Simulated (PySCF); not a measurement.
C2H4N2OSi, SMILES N#C/N=C/O[SiH3].

The structure is a stationary point at B3LYP-D3(BJ)/def2-SVP. The structure was generated by enumeration; whether it is a known compound was not checked. The values are those of a single conformer.

The numbers are results of SMD-ωB97X/6-31G* in PySCF, not measurements.

Solvation free energies are E(SMD) − E(gas) at the gas-phase geometry, for 1 M in both phases. In vacuum the dipole moment is 5.02 D.

```csv
solvent,ΔG(solv) (kcal/mol),its non-electrostatic (CDS) part,dipole (D)
water,-3.1,6.4,6.43
ethylethanoate,-8.6,-1.7,6.14
"N,N-dimethylformamide",-9.6,-0.8,6.43
```
